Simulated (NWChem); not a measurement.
Molecule: C$_{2}$H$_{3}$BClF; SMILES FB(Cl)C=C

```xyz
8

B     -0.5101     0.1679     0.0000
F     -1.6544     0.8274     0.0000
Cl     0.9648     1.1340     0.0000
C     -0.4961    -1.3784     0.0000
C      0.6285    -2.1082     0.0000
H     -1.4630    -1.8967     0.0000
H      0.6152    -3.2030     0.0000
H      1.6125    -1.6271     0.0000
```
Atoms are numbered in this order, from 1.

All runs: NWChem. Pople sets run with spherical d functions. All runs use the structure optimised with PBE0/def2-SVP. Level: PBE0/6-31+G*; rows give the wavelength of the field.

Q: Among these, which field gives the highest value of “anisotropy (bohr³)”?
A) 1065 nm
B) 589 nm
C) static

A: B, 589 nm. Values: static 25.2; 1065 nm 25.7; 589 nm 27.0
